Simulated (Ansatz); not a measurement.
Ansatz (a program for electronic structure) input (B3LYP-D3(BJ)/def2-TZVP):

Ansatz 0.2 input:
```yaml
crystal:
  periodic: [false, false, false]
  atoms:
    - {symbol: Cd, position_ang: [0.76780707, 0.02529081, -0.09954690]}
    - {symbol: F, position_ang: [-0.53632076, 1.10637088, -0.98015562]}
    - {symbol: F, position_ang: [-0.25092837, -1.12697571, 1.03330043]}
basis:
  gaussian:
    orbitals: def2-TZVP
hamiltonian:
  xc: b3lyp
  dispersion: d3bj
relax: {f_tol: 0.002, max_steps: 150}
```

End of the output:

```
these checks for a lower state are left out or cut short: starts, cluster_reference, orbital_swaps, neighbouring_geometries, increment
integrals: 0.02 GiB planned
710 factors; their error is unknown
mean field: 0.26 GiB planned
mean field -10003.59218146 eV, -367.6252319904 hartree, gradient 1.8e-5 eV, S^2 0.000000; 0 other end points of the search recorded, 0 dependent functions left out
the calculation of the forces begins
reference -10003.59237845 eV, -367.6252392296 hartree; 19, 19 occupied and 83, 83 virtual orbitals, 710 factors
relax step   5: F+E_penalty+E_count = -10003.64316782 eV  Δ(F+E_penalty+E_count) = -1.803e-1 eV  max|allowed force component| = 2.352e-1 eV/Å  Δτ_max = 0.2000 Å  (36 SCF iters, accepted)
these checks for a lower state are left out or cut short: starts, cluster_reference, orbital_swaps, neighbouring_geometries, increment
integrals: 0.02 GiB planned
710 factors; their error is unknown
mean field: 0.26 GiB planned
mean field -10003.60693044 eV, -367.6257740054 hartree, gradient 2.0e-5 eV, S^2 0.000000; 0 other end points of the search recorded, 0 dependent functions left out
the calculation of the forces begins
reference -10003.60712717 eV, -367.6257812349 hartree; 19, 19 occupied and 83, 83 virtual orbitals, 710 factors
relax step   6: F+E_penalty+E_count = -10003.65797653 eV  Δ(F+E_penalty+E_count) = -1.481e-2 eV  max|allowed force component| = 9.563e-3 eV/Å  Δτ_max = 0.0771 Å  (31 SCF iters, accepted)
these checks for a lower state are left out or cut short: starts, cluster_reference, orbital_swaps, neighbouring_geometries, increment
integrals: 0.02 GiB planned
710 factors; their error is unknown
mean field: 0.26 GiB planned
mean field evaluation 64: about -10003.6068 eV, gradient 2.5e-1 eV
mean field -10003.60683959 eV, -367.6257706667 hartree, gradient 1.8e-5 eV, S^2 0.000000; 0 other end points of the search recorded, 0 dependent functions left out
the calculation of the forces begins
reference -10003.60703628 eV, -367.6257778948 hartree; 19, 19 occupied and 83, 83 virtual orbitals, 710 factors
relax step   7: F+E_penalty+E_count = -10003.65786610 eV  Δ(F+E_penalty+E_count) = +1.104e-4 eV  max|allowed force component| = 3.560e-2 eV/Å  Δτ_max = 0.0031 Å  (31 SCF iters, rejected (line search))
these checks for a lower state are left out or cut short: starts, cluster_reference, orbital_swaps, neighbouring_geometries, increment
integrals: 0.02 GiB planned
710 factors; their error is unknown
mean field: 0.26 GiB planned
mean field -10003.60694303 eV, -367.6257744682 hartree, gradient 1.9e-5 eV, S^2 0.000000; 0 other end points of the search recorded, 0 dependent functions left out
the calculation of the forces begins
reference -10003.60713975 eV, -367.6257816974 hartree; 19, 19 occupied and 83, 83 virtual orbitals, 710 factors
relax step   8: F+E_penalty+E_count = -10003.65798503 eV  Δ(F+E_penalty+E_count) = -8.493e-6 eV  max|allowed force component| = 5.439e-5 eV/Å  Δτ_max = 0.0007 Å  (31 SCF iters, accepted)
integrals: 0.02 GiB planned
710 factors; their error is unknown
mean field: 0.26 GiB planned
mean field evaluation 96: about -10003.6069 eV, gradient 6.1e-4 eV
mean field -10003.60694303 eV, -367.6257744682 hartree, gradient 1.9e-5 eV, S^2 0.000000; 1 other end points of the search recorded, 0 dependent functions left out
the calculation of the forces begins
reference -10003.60713975 eV, -367.6257816974 hartree; 19, 19 occupied and 83, 83 virtual orbitals, 710 factors
Total energy: -10003.65818174 eV, -367.6276574560 hartree
Atom 0 at    -0.006484     0.001562    -0.015467 Å, force     0.000009    -0.000000    -0.000001 eV/Å
Atom 1 at    -0.189259     1.431188    -1.304328 Å, force    -0.000011     0.000054    -0.000049 eV/Å
Atom 2 at     0.176301    -1.428064     1.273393 Å, force     0.000003    -0.000054     0.000049 eV/Å
Dipole moment:    -0.000004    -0.000000     0.000000 e Å
```
